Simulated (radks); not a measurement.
Excited configurations of V: one electron is placed in a higher orbital outside [Ar] 3d4. The ground configuration is [Ar] 3d3 4s2. All-electron calculation, scalar-relativistic Kohn-Sham, PBEsol, spin-polarised, spherical densities, finite nucleus; open shells are filled with parallel spins first; Fermi nuclear charge, rms radius 3.6002 fm. Program: a radial shooting solver on a logarithmic mesh with Libxc functionals. Excitation = E - E(ground); binding = E(ion) - E, where the ion is the core of charge +1; n* = 1/sqrt(2 binding) in atomic units, and the quantum defect is n - n*.

outer orbital  excitation (eV)  binding (eV)  quantum defect  eigenvalue (eV)  <r> (bohr)
4p                       1.963         3.934           2.140           -1.949       4.742
4d                       4.287         1.609           1.092           -0.781       10.30
5d                       4.890         1.006           1.323           -0.580       19.53
6p                       4.856         1.040           2.383           -0.657       20.68
6d                       5.212         0.684           1.542           -0.430       30.92
6f                       5.419         0.477           0.661           -0.305       42.95
7d                       5.404         0.492           1.743           -0.326       44.81

The Delta-SCF ionisation energy is 5.897 eV (NIST Atomic Spectra Database: 6.746 eV, measured). Self-interaction in the functional shifts the binding energies and quantum defects, so they are the method's values and not measured ones. Open shells are spherical and high-spin; term and fine-structure splittings are not resolved.
